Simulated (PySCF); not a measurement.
Al(All)(F)(OH) (C₃H₆AlFO), SMILES [OH][Al]([CH2]C=C)[F].

The structure is a stationary point at B3LYP-D3(BJ)/def2-SVP. One conformer was computed; it need not be the lowest.

Two levels are set side by side: PBE/def2-TZVP (PySCF) and ωB97X/def2-TZVP (PySCF). Same geometry, gas phase. Differences are taken from unrounded values.

| quantity | ωB97X |
|---|---|
| orbital gap (eV) | 10.73 |
| highest occupied level (eV) | -9.28 |
| lowest empty level (eV) | 1.45 |
| dipole moment (D) | 0.87 |
| mean polarisability (bohr³) | 61.0 |

Task: What does PBE give, and how far is it from ωB97X? (An estimate is asked for; the answer gives what the named calculation found.)

Result: 
| quantity | PBE | PBE minus ωB97X |
|---|---|---|
| orbital gap (eV) | 4.51 | -6.22 |
| highest occupied level (eV) | -5.92 | 3.37 |
| lowest empty level (eV) | -1.40 | -2.86 |
| dipole moment (D) | 0.91 | 0.04 |
| mean polarisability (bohr³) | 65.4 | 4.3 |

PBE's occupied levels lie high since its potential decays too fast outside the molecule; exact exchange lowers them and widens the gap. PBE's more diffuse valence density responds more strongly to a field. Differences between two approximate levels are no errors against the true value.

Rough cost on one machine, each run with all the roots and properties that it gave: ωB97X against PBE within a factor of 2.
